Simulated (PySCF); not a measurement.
PySCF 2.14 output of a UHF calculation on a single atom or ion in aug-cc-pwCVDZ-PP with ECP60MDF, with a scalar-relativistic core potential:

```
SCF conv_tol = 1e-09
number electrons alpha = 11  beta = 7
cycle= 1 E= -118.314458716824  delta_E= -0.0063  |g|= 0.0266  |ddm|= 0.0352
cycle= 2 E= -118.314631975556  delta_E= -0.000173  |g|= 0.00495  |ddm|= 0.00649
cycle= 3 E= -118.314639910625  delta_E= -7.94e-06  |g|= 0.000765  |ddm|= 0.00328
cycle= 4 E= -118.314640250788  delta_E= -3.4e-07  |g|= 0.000306  |ddm|= 0.000667
cycle= 5 E= -118.314640327416  delta_E= -7.66e-08  |g|= 2.78e-05  |ddm|= 0.000544
cycle= 6 E= -118.314640328024  delta_E= -6.08e-10  |g|= 3.18e-06  |ddm|= 4.91e-05
converged SCF energy = -118.314640328024  <S^2> = 6.0032002  2S+1 = 5.0012799
```

The run itself started from symmetry-adapted Hartree-Fock orbitals and held the occupation by maximum overlap, so the iterations belong to that start.

Which element, charge and spin multiplicity is this?

Pt (platinum, neutral), multiplicity 5; the state was [Xe] 4f14 5d8 6s1 7s1, high-spin 5F determinant (an excited configuration).

Energies and moments cover only the electrons outside the core potential. Spin-orbit coupling, absent here, splits the open shell strongly. The outer electron is Rydberg-like, and this basis confines it to a smaller radius and binds it less than a complete one would.
